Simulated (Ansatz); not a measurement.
Basis sets compared for the cluster Li₆H₅⁺ (the lowest singlet isomer of a short search). The state is a singlet with charge 1. Geometry r2SCAN-D4/def2-TZVP. Ansatz on 4 threads of Arm Neoverse V2 on a shared host; times are rough, and most runs start from earlier orbitals.

```xyz
11

Li   -0.763    0.498   -0.654
Li    1.168   -0.509    1.010
Li   -0.890    1.967    1.390
Li   -1.092   -1.715    0.707
Li    0.583   -1.682   -1.208
Li    1.225    2.004   -1.035
H    -1.151   -1.168   -1.026
H    -0.603    0.187    1.301
H     0.666   -2.105    0.551
H    -0.350    2.306   -0.270
H     1.207    0.218   -0.767
```

The structure comes from a short search, and lower isomers may exist.

```
           level  functions  energy (Eh)  HOMO (eV)  LUMO (eV)  wall time
 PBE-D4/def2-SVP         79     -47.8449      -8.96      -5.03     0.65 s
PBE0-D4/def2-SVP         79     -47.8838     -10.14      -4.41      0.7 s
```

Problem. Estimate the rows for PBE-D4/def2-TZVP (with forces), PBE0-D4/def2-TZVP.

Solution. 
| level | functions | energy (Eh) | HOMO (eV) | LUMO (eV) | wall time |
| --- | --- | --- | --- | --- | --- |
| PBE-D4/def2-TZVP (with forces) | 114 | -47.8788 | -9.05 | -5.10 | 0.8 s |
| PBE0-D4/def2-TZVP | 114 | -47.9152 | -10.22 | -4.50 | 1.1 s |
